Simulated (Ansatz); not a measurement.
Stretching the Al1–H2 bond in AlClH2 (SMILES [AlH2][Cl]) (multiplicity 1 held, fragments rigid). Energies count from the point at 1.569 Å.
Geometry at that point (charge 0, multiplicity 1):
```
atom    x (Å)    y (Å)    z (Å)
----  -------  -------  -------
Al    -0.0049  -0.3511  -1.0144
H     -1.3925  -0.4549  -1.7398
H      1.3762  -0.7220  -1.6606
Cl     0.0047   0.3377   0.9757
```

U- levels take the lowest unrestricted solution at each point, which mixes spins at long bonds. Active spaces are followed from a long bond inwards. Levels need not reach the same state.

Correlated levels freeze the cores.

The values were computed with Ansatz (a quantum-chemistry and plane-wave program) with Gaussian orbitals. Values without a source in brackets are computed.

Energies in eV.

| R (Å) | U-CCSD(T)/cc-pV(D+d)Z | SC-NEVPT2 on CASSCF(2,2)/cc-pV(D+d)Z | FIC-NEVPT4(SD) on CASSCF(2,2)/cc-pV(D+d)Z | FIC-MRCISD+Q on CASSCF(2,2)/cc-pV(D+d)Z |
|---|---|---|---|---|
| 1.255 | 1.11 | 1.13 | 1.11 | 1.10 |
| 1.412 | 0.22 | 0.24 | 0.22 | 0.22 |
| 1.569 | 0.00 | 0.00 | 0.00 | 0.00 |
| 1.726 | 0.14 | 0.11 | 0.13 | 0.14 |
| 1.883 | 0.46 | 0.41 | 0.45 | 0.46 |
| 2.118 | 1.09 | 1.01 | 1.08 | 1.09 |
| 2.354 | 1.74 | 1.62 | 1.71 | 1.73 |
| 2.746 | 2.64 | 2.47 | 2.58 | 2.61 |
| 3.139 | 3.24 | 3.01 | 3.14 | 3.16 |
| 3.609 | 3.56 | 3.33 | 3.46 | 3.49 |
| 4.237 | 3.63 | 3.47 | 3.60 | 3.62 |
| 5.022 | 3.64 | 3.50 | 3.63 | 3.65 |

Doubts at one or more of the structures used: a spin-contaminated determinant (U-CCSD(T)/cc-pV(D+d)Z); T1 above 0.05 (U-CCSD(T)/cc-pV(D+d)Z).
